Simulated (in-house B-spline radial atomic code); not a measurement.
Whole-atom quantities along the 9-electron series, configuration [He] 2s2 2p5. Computed with a radial B-spline atomic code at the basis-set limit: non-relativistic Hartree-Fock, average of the configuration, point nuclei.

| ion | Z | E/Z² (Eh) | Σ<r²> (bohr²) | n(0)/Z³ (bohr⁻³) | Lamb diamagnetic shielding (ppm) | repulsion over attraction |
| --- | --- | --- | --- | --- | --- | --- |
| Cl8+ | 17 | -1.4948 | 1.3759 | 0.65472 | 1004.63 | 0.10201 |
| Ar9+ | 18 | -1.5138 | 1.1867 | 0.65767 | 1071.24 | 0.09697 |
| K10+ | 19 | -1.531 | 1.0343 | 0.66035 | 1137.83 | 0.092388 |
| Ca11+ | 20 | -1.5467 | 0.90959 | 0.66281 | 1204.43 | 0.088205 |
| Sc12+ | 21 | -1.561 | 0.80628 | 0.66506 | 1271.01 | 0.084374 |
| Ti13+ | 22 | -1.5742 | 0.7197 | 0.66713 | 1337.6 | 0.080854 |
| V14+ | 23 | -1.5862 | 0.64642 | 0.66904 | 1404.18 | 0.077609 |
| Cr15+ | 24 | -1.5974 | 0.58382 | 0.67081 | 1470.76 | 0.07461 |
| Mn16+ | 25 | -1.6077 | 0.52993 | 0.67245 | 1537.33 | 0.071831 |
| Fe17+ | 26 | ? | ? | ? | ? | ? |
| Co18+ | 27 | ? | ? | ? | ? | ? |
| Ni19+ | 28 | ? | ? | ? | ? | ? |
| Cu20+ | 29 | -1.6424 | 0.37493 | 0.678 | 1803.63 | 0.062493 |

Q: Fill in the row of Fe17+.

A: E/Z² (Eh): -1.6173; Σ<r²> (bohr²): 0.48319; n(0)/Z³ (bohr⁻³): 0.67398; Lamb diamagnetic shielding (ppm): 1603.91; repulsion over attraction: 0.069248.

Q: Fill in the row of Co18+.

A: E/Z² (Eh): -1.6263; Σ<r²> (bohr²): 0.44239; n(0)/Z³ (bohr⁻³): 0.67541; Lamb diamagnetic shielding (ppm): 1670.48; repulsion over attraction: 0.066842.

Q: Fill in the row of Ni19+.

A: E/Z² (Eh): -1.6346; Σ<r²> (bohr²): 0.40657; n(0)/Z³ (bohr⁻³): 0.67675; Lamb diamagnetic shielding (ppm): 1737.06; repulsion over attraction: 0.064595.

Q: With what power of Z does the column «Σ<r²> (bohr²)» change over this range?

A: A fit of the logarithm of its size against log Z from Z = 17 to 29 has slope -2.43. Unscreened non-relativistic hydrogenic orbitals would give -2.
